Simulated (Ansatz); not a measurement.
Geometry optimisation, RKS PBE0/def2-SVP in Ansatz.

Input:

```yaml
crystal:
  periodic: [false, false, false]
  atoms:
    - { symbol: Al, position_ang: [0.023619, 0.507752, -0.488369] }
    - { symbol: O, position_ang: [-0.065431, -0.083028, 2.406744] }
    - { symbol: H, position_ang: [-0.938194, -0.171661, 2.807599] }
    - { symbol: F, position_ang: [1.498477, -0.118147, -0.894538] }
    - { symbol: H, position_ang: [-1.314451, -0.146139, -0.956335] }
    - { symbol: Cl, position_ang: [0.066966, 2.505308, 0.420585] }
    - { symbol: H, position_ang: [0.105113, 0.885814, 2.415914] }
basis:
  gaussian: { orbitals: def2-SVP }
hamiltonian:
  xc: pbe0
relax:
  f_tol: 0.03
  max_steps: 50
output:
  orbitals: {}
```

Command:

```bash
$ ansatz run input.yaml --threads 1 --pin off --max-ram 2048MiB --backend cpu --events-out ev --progress --plain --runs-dir out
```

Task: Where does it end, and by what steps?

Result: The forces met the threshold. After 8 steps the energy has fallen by 0.862 eV; H3 moved furthest, 0.63 Å. Joined: Al1–O2 (2.96 → 1.98 Å).

```csv
step,energy less start (eV),largest force component (eV/Å),accepted
0,0.0000,1.100,yes
1,-0.2179,1.293,yes
2,-0.5424,1.525,yes
3,-0.7660,1.506,yes
4,-0.8342,0.670,yes
5,-0.8561,0.218,yes
6,-0.8604,0.085,yes
7,-0.8614,0.055,yes
8,-0.8616,0.016,yes
```

```xyz
7
Properties=species:S:1:pos:R:3
Al -0.009 0.504 -0.042
O -0.031 0.088 1.892
H -0.770 -0.423 2.251
F 1.412 -0.208 -0.555
H -1.376 -0.121 -0.526
Cl 0.127 2.610 0.320
H 0.023 0.931 2.371
```

Whether the end is a true minimum wasn't checked by a vibrational analysis.

The run took 27 s on 1 thread of Arm Neoverse V2, with other jobs on the host, peak memory 0.15 GiB.
